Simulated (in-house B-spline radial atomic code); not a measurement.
A fraction x of an electron is added to 4p in Br, starting from [Ar] 3d10 4s2 4p5 and keeping the highest spin. Method: scalar-relativistic (X2C) LDA PW92, spin-polarised, spherical fractional occupations, Fermi nucleus of rms radius 4.1629 fm. Calculated with a B-spline radial code for spherical atoms.

```json
{"x": "0", "E(x) - E(0) (eV)": "0.0000", "4p down level (eV)": "-7.655"}
{"x": "0.1", "E(x) - E(0) (eV)": "-0.7232", "4p down level (eV)": "-6.812"}
{"x": "0.2", "E(x) - E(0) (eV)": "-1.3629", "4p down level (eV)": "-5.984"}
{"x": "0.3", "E(x) - E(0) (eV)": "?", "4p down level (eV)": "?"}
{"x": "0.4", "E(x) - E(0) (eV)": "-2.3976", "4p down level (eV)": "-4.375"}
{"x": "0.5", "E(x) - E(0) (eV)": "?", "4p down level (eV)": "?"}
{"x": "0.6", "E(x) - E(0) (eV)": "-3.1174", "4p down level (eV)": "-2.836"}
{"x": "0.7", "E(x) - E(0) (eV)": "-3.3639", "4p down level (eV)": "-2.097"}
{"x": "0.8", "E(x) - E(0) (eV)": "-3.5376", "4p down level (eV)": "-1.380"}
```

Task: What belongs in the row x = 0.3?

Result: An energy change of -1.9205 eV; 4p down at -5.171 eV.

Task: What belongs in the row x = 0.5?

Result: An energy change of -2.7960 eV; 4p down at -3.596 eV.

Task: Check Janak's theorem between x = 0.1 and 0.2.

Result: The slope of the energy is -6.40 eV; the orbital levels give -6.40 eV (ε of the filling orbital, averaged over the two points).

Task: Up to what added charge does this functional bind the extra electron?

Result: The highest level rises by about 7.2 eV per electron near x = 0.8 and would reach zero near x = 0.99, so the anion should be bound or nearly so.
